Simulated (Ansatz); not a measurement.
System: CH2Cl3Si (charge -1, singlet). It need not be the lowest isomer of its formula. Whether it binds its extra electron was not tested at this geometry. 
Geometry from a B3LYP-D3(BJ)/def2-TZVP (Ansatz, a first-principles code) optimisation:
SMILES: [CH2-][Si](Cl)(Cl)Cl
```xyz
7

Si    -0.4734    -0.0092     0.0611
Cl     0.2883     1.8355    -0.6418
Cl     0.2751    -1.4964    -1.2447
Cl     0.9156    -0.3131     1.7100
C     -2.1874    -0.0278     0.2011
H     -2.6918     0.8301     0.6333
H     -2.6989    -0.9788     0.3060
```
Charge -1, spin multiplicity 1.

Basis-set convergence of Hartree-Fock and CCSD correlation energies (hartree) with Ansatz. Correlated levels leave the core frozen unless marked. No spin-orbit coupling. No relativistic terms. This anion needs diffuse functions, which these sets lack.

| basis | functions | E(HF) | E(corr, CCSD) |
|---|---|---|---|
| cc-pV(D+d)Z | 116 | -1706.63817 | -0.70294 |
| cc-pV(T+d)Z | 214 | [?] | [?] |

Problem. Complete the blanks.

Solution. 
- cc-pV(T+d)Z, E(HF): -1706.71523
- cc-pV(T+d)Z, E(corr, CCSD): -0.92378
